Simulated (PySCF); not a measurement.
# Working out the ionisation energy of V

V [Ar] 3d3 4s2 (4F) → V⁺ [Ar] 3d4 (5D). Computed with PySCF 2.14 in cc-pVQZ, with the non-relativistic Hamiltonian (point nucleus). Frozen: [Ar]. Energies in hartree (1 hartree = 27.21139 eV):

```tsv
part	V (lower)	V⁺ (upper)
UHF	-942.893260	-942.675770
MP2 opposite-spin	-0.033314	0.000000
MP2 same-spin	-0.029187	-0.048654
```

Task: What does Hartree-Fock give?

Result: (-942.675770) − (-942.893260) = 0.217490 hartree = 5.918 eV.

Task: What do MP2 and SCS-MP2 (6/5 opposite-spin, 1/3 same-spin) give?

Result: The opposite-spin parts differ by 0.907 eV and the same-spin parts by -0.530 eV. MP2: 5.918 + (0.907) + (-0.530) = 6.295 eV. SCS-MP2: 5.918 + 1.2 × (0.907) + (-0.530)/3 = 6.830 eV.

Measured between the centres of the two terms (NIST): 6.732 eV, so MP2 (valence) is off by -0.437 eV.

The calculation is non-relativistic.

What remains against the reference includes basis incompleteness, the frozen core and correlation beyond second order.
